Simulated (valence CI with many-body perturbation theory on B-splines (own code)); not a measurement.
**Level structure of La24+**

Level of theory: relativistic CI+MBPT: five valence electrons over a frozen Dirac-Fock core [Ar] 3d10, radial functions for each j: 11 s, 11 p, 10 d, 8 f, 5 g, 2 h, with the one-electron correlation potential Σ1 (screened to all orders), the two-electron term Σ2, the three-electron term Σ3, Breit, model QED; selected single and double excitations, second order for the rest, scaled by the run's own slope (own B-spline code, finite nucleus).

No measured spectrum was set against this ion. As an estimate, levels hold to about 250 cm⁻¹ or 0.2 % of their energy and the worst to 1 %, as in measured heavy ions of charge 2 to 7; those with d or f electrons hold less well. Among the levels kept, up to 2200 cm⁻¹ of a level comes from second order outside the variational space, and about a tenth of that is noise between levels of different J, which matters for small intervals.

Levels 1 to 45 of 167, with energies above the lowest level, (4s^2 4p1/2^2 4p3/2) J=3/2. "Leading %" is the weight of the configuration and term that name the level; weights of strongly mixed levels are sums over their largest components and can fall short, so below about 35 % the name and the second component can differ from the true leading terms, or belong to a minority configuration. In the jj column 3d3/2^4 stands for four electrons in 3d with j = 3/2. Lifetimes count E1, E2, E3, M1 and M2 decay at the calculated energies, and are blank where another channel may lead or the interval is too uncertain; long ones can be off by a factor of two.

```
No.  Configuration  Term    J  E (cm⁻¹)  Leading %    Second component  Lifetime      g                     Leading jj
  1        4s2.4p3   2P°  3/2         0         40    36 % 4s2.4p3 4S°            1.456      4s^2 4p1/2^2 4p3/2 (96 %)
  2        4s2.4p3   4S°  3/2    152340         48    48 % 4s2.4p3 2D°   13.2 μs  1.401      4s^2 4p1/2 4p3/2^2 (96 %)
  3        4s2.4p3   2D°  5/2    180620         98                       65.4 μs  1.198      4s^2 4p1/2 4p3/2^2 (98 %)
  4        4s2.4p3   2P°  1/2    217140         98                       13.2 μs  0.663      4s^2 4p1/2 4p3/2^2 (98 %)
  5        4s2.4p3   2P°  3/2    372520         56    28 % 4s2.4p3 2D°   4.84 μs  1.273            4s^2 4p3/2^3 (97 %)
  6         4s.4p4    4P  5/2    607010         77      16 % 4s.4p4 2D   80.8 ps  1.526      4s 4p1/2^2 4p3/2^2 (90 %)
  7         4s.4p4    4P  3/2    676940         35      28 % 4s.4p4 2D   24.3 ps  1.287      4s 4p1/2^2 4p3/2^2 (68 %)
  8         4s.4p4    4P  1/2    685140         50      41 % 4s.4p4 2S   26.0 ps  2.325      4s 4p1/2^2 4p3/2^2 (82 %)
  9         4s.4p4    4P  3/2    770970         33  30 % 4s2.4p2.4d 4F   65.4 ps  1.061      4s^2 4p1/2^2 4d3/2 (56 %)
 10         4s.4p4    2D  3/2    797940         33      22 % 4s.4p4 4P   19.3 ps  1.047        4s 4p1/2 4p3/2^3 (48 %)
 11         4s.4p4    2D  5/2    822130         56      17 % 4s.4p4 4P   37.0 ps  1.249        4s 4p1/2 4p3/2^3 (72 %)
 12     4s2.4p2.4d    4D  5/2    833320         28  25 % 4s2.4p2.4d 4F   20.0 ps  1.196      4s^2 4p1/2^2 4d5/2 (70 %)
 13         4s.4p4    2P  1/2    865200         37      21 % 4s.4p4 4P   13.1 ps  1.328        4s 4p1/2 4p3/2^3 (58 %)
 14         4s.4p4    2P  3/2    873820         36  20 % 4s2.4p2.4d 2P   19.3 ps  1.097        4s 4p1/2 4p3/2^3 (51 %)
 15     4s2.4p2.4d    2F  5/2    917630         56  39 % 4s2.4p2.4d 4F    213 ps  0.942  4s^2 4p1/2 4p3/2 4d3/2 (90 %)
 16     4s2.4p2.4d    4D  1/2    932640         77       6 % 4s.4p4 4P   25.4 ps  0.322  4s^2 4p1/2 4p3/2 4d3/2 (77 %)
 17     4s2.4p2.4d    4F  7/2    938780         45  30 % 4s2.4p2.4d 2G   1.59 ns  1.110  4s^2 4p1/2 4p3/2 4d3/2 (80 %)
 18     4s2.4p2.4d    4D  3/2    948200         40  22 % 4s2.4p2.4d 4F   8.06 ps  1.043  4s^2 4p1/2 4p3/2 4d3/2 (58 %)
 19     4s2.4p2.4d    4D  7/2    951860         50  24 % 4s2.4p2.4d 4F   15.2 ns  1.308  4s^2 4p1/2 4p3/2 4d5/2 (94 %)
 20     4s2.4p2.4d    4F  9/2    980140         52  47 % 4s2.4p2.4d 2G            1.226  4s^2 4p1/2 4p3/2 4d5/2 (95 %)
 21     4s2.4p2.4d    2F  5/2    992770         27  23 % 4s2.4p2.4d 4P   7.23 ps  1.209  4s^2 4p1/2 4p3/2 4d5/2 (74 %)
 22     4s2.4p2.4d    2P  3/2   1002100         34  25 % 4s2.4p2.4d 4D   3.85 ps  1.171  4s^2 4p1/2 4p3/2 4d5/2 (57 %)
 23     4s2.4p2.4d    4P  5/2   1028700         31  31 % 4s2.4p2.4d 2D   2.63 ps  1.344  4s^2 4p1/2 4p3/2 4d3/2 (44 %)
 24     4s2.4p2.4d    4P  1/2   1035200         46  24 % 4s2.4p2.4d 2S   2.42 ps  2.012  4s^2 4p1/2 4p3/2 4d3/2 (75 %)
 25     4s2.4p2.4d    4P  3/2   1036700         44  38 % 4s2.4p2.4d 2P   2.51 ps  1.475  4s^2 4p1/2 4p3/2 4d3/2 (55 %)
 26     4s2.4p2.4d    2G  7/2   1038400         50  17 % 4s2.4p2.4d 4F   12.1 ps  1.055  4s^2 4p1/2 4p3/2 4d5/2 (65 %)
 27         4s.4p4    2S  1/2   1044500         26      23 % 4s.4p4 2P   11.0 ps  1.387              4s 4p3/2^4 (60 %)
 28     4s2.4p2.4d    2D  3/2   1071200         74   8 % 4s2.4p2.4d 4F   7.78 ps  0.860  4s^2 4p1/2 4p3/2 4d5/2 (70 %)
 29     4s2.4p2.4d    2D  5/2   1079500         57  32 % 4s2.4p2.4d 2F   2.33 ps  1.113  4s^2 4p1/2 4p3/2 4d5/2 (59 %)
 30     4s2.4p2.4d    2P  1/2   1103000         53  24 % 4s2.4p2.4d 2S   2.94 ps  1.020  4s^2 4p1/2 4p3/2 4d5/2 (69 %)
 31     4s2.4p2.4d    2F  7/2   1140300         49  39 % 4s2.4p2.4d 4D    151 ps  1.248      4s^2 4p3/2^2 4d5/2 (97 %)
 32     4s2.4p2.4d    2G  9/2   1151800         51  47 % 4s2.4p2.4d 4F   9.62 μs  1.216      4s^2 4p3/2^2 4d5/2 (94 %)
 33     4s2.4p2.4d    2P  1/2   1162600         62  22 % 4s2.4p2.4d 4P   3.60 ps  1.069      4s^2 4p3/2^2 4d3/2 (61 %)
 34     4s2.4p2.4d    2D  3/2   1173900         46  25 % 4s2.4p2.4d 4P   2.30 ps  1.130      4s^2 4p3/2^2 4d3/2 (84 %)
 35     4s2.4p2.4d    2D  5/2   1179700         37  19 % 4s2.4p2.4d 4P   2.28 ps  1.206      4s^2 4p3/2^2 4d3/2 (68 %)
 36     4s2.4p2.4d    2F  7/2   1209500         78  14 % 4s2.4p2.4d 2G   1.96 ps  1.112      4s^2 4p3/2^2 4d3/2 (77 %)
 37     4s2.4p2.4d    2D  5/2   1223500         83  10 % 4s2.4p2.4d 4D    259 ps  1.205      4s^2 4p3/2^2 4d5/2 (95 %)
 38     4s2.4p2.4d    2D  3/2   1232900         44  40 % 4s2.4p2.4d 2P   2.68 ps  1.067      4s^2 4p3/2^2 4d3/2 (58 %)
 39     4s2.4p2.4d    2S  1/2   1249000         39  22 % 4s2.4p2.4d 4P   2.63 ps  1.860      4s^2 4p3/2^2 4d5/2 (47 %)
 40     4s2.4p2.4d    2D  3/2   1279800         64  16 % 4s2.4p2.4d 2P   2.65 ps  1.009      4s^2 4p3/2^2 4d5/2 (67 %)
 41     4s2.4p2.4d    2D  5/2   1298700         54  35 % 4s2.4p2.4d 2F   2.13 ps  1.109      4s^2 4p3/2^2 4d5/2 (80 %)
 42            4p5   2P°  3/2   1332400         63  21 % 4s.4p3.4d 2P°   18.5 ps  1.350         4p1/2^2 4p3/2^3 (63 %)
 43      4s.4p3.4d   6D°  1/2   1351500         64  26 % 4s.4p3.4d 4P°    152 ps  2.939  4s 4p1/2^2 4p3/2 4d3/2 (76 %)
 44      4s.4p3.4d   6D°  5/2   1351900         50  16 % 4s.4p3.4d 4F°    106 ps  1.432  4s 4p1/2^2 4p3/2 4d3/2 (76 %)
 45      4s.4p3.4d   6D°  3/2   1356600         56  11 % 4s.4p3.4d 4P°   39.7 ps  1.575  4s 4p1/2^2 4p3/2 4d3/2 (64 %)
```

The ionisation energy to 4s2.4p2 3P_0 of the next ion comes out as 807.93 eV (NIST: 806 ± 4 eV (theoretical)). All 167 levels together are meant to be complete up to 2057600 cm⁻¹.
